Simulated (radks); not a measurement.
Q: These are the eigenvalues of the occupied orbitals of an atom or ion with whole-number occupations (eV). Calculated with a radial shooting solver on a logarithmic mesh with Libxc functionals: scalar-relativistic Kohn-Sham, PBEsol, spin-polarised, spherical densities, finite nucleus; Fermi nuclear charge, rms radius of each element as measured or else 0.836 A^(1/3) + 0.57 fm.

1s down: -7588.618
1s up: -7588.617
2s up: -900.8059
2s down: -899.8308
2p up: -772.1556
2p down: -771.4174
3s up: -106.1945
3s down: -104.1478
3p up: -69.7242
3p down: -67.7158
3d up: -13.0065
3d down: -11.2259

Which element is it, and in what charge state? The configuration may be excited. Open shells, if any, are filled with parallel spins first.

A: Z = 27, cobalt, charge +1: Co+ in [Ar] 3d8. The list shows which subshells hold electrons but not how many an open one holds; the 1s level, -278.88 hartree, gives Z - s = 23.6 by -(Z - s)^2/2, which with screening and relativity narrows Z to a few neighbours, and the depths of the outer levels then fix element, charge and occupations together.
